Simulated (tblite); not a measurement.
Cl₃Fe, sextet, geometry from GFN2-xTB (such geometries of metal compounds can be far from the true shape); GFN1-xTB run with tblite.

tblite was given this input:
```
$ tblite run mol.xyz --method gfn1 --charge 0 --spin 5 --efield 0,0,0.1 --json tblite.json --no-restart

# file mol.xyz
4

Fe    -0.09061902    -0.36016981    -0.20402693
Cl     1.97242024    -0.04348847    -0.35061360
Cl    -0.67696321    -0.59021958     1.79126336
Cl    -1.15686324     1.18455599    -1.12860857
```

What does tblite print? Leave out banner, timings and long lists.


```
xTB calculator
 | screened Coulomb repulsion
 | Coulomb electrostatics
 |  * isotropic Klopman-Ohno-Mataga-Nishimoto electrostatics
 |  * onsite third-order electrostatics
 | DFT-D3(BJ) dispersion correction
 | Interactions (1)
 | [1] electric field

halogen bonding energy    0.0000000000000E+00 Eh
repulsion energy          1.6236871121894E-02 Eh
dispersion energy        -1.9874944348270E-03 Eh
interaction energy        0.0000000000000E+00 Eh
number of electrons       2.9000000000000E+01 e
integral cutoff           3.7349097962799E+01 bohr

------------------------------------------------------------
  cycle        total energy    energy error   density error
------------------------------------------------------------
      1     -14.56270724372  -1.4576957E+01   5.0258034E-01
      2     -4.147642203632   1.0415065E+01   1.3554344E+00
      3     -13.72612048948  -9.5784783E+00   6.5915879E-01
      4     -15.65456533655  -1.9284448E+00   2.6423484E-01
      5     -15.68229772351  -2.7732387E-02   7.7363488E-02
      6     -15.70408792553  -2.1790202E-02   4.9475514E-02
      7     -15.70378531675   3.0260879E-04   4.7061617E-02
      8     -15.70955266928  -5.7673525E-03   2.8745015E-02
      9     -15.71279674644  -3.2440772E-03   1.7526133E-02
     10     -15.71459182793  -1.7950815E-03   6.1513261E-03
     11     -15.71483268943  -2.4086151E-04   1.1250439E-03
     12     -15.71482703426   5.6551738E-06   1.3485854E-03
     13     -15.71483822403  -1.1189771E-05   1.6856556E-04
     14     -15.71483840879  -1.8475709E-07   3.0147417E-05
     15     -15.71483841382  -5.0303566E-09   6.1657661E-06
------------------------------------------------------------

electronic energy        -1.5729087790505E+01 Eh
total energy             -1.5714838413818E+01 Eh

Post processing:
 | Mayer-Wiberg bond orders

[Info] JSON dump of results written to 'tblite.json'
```
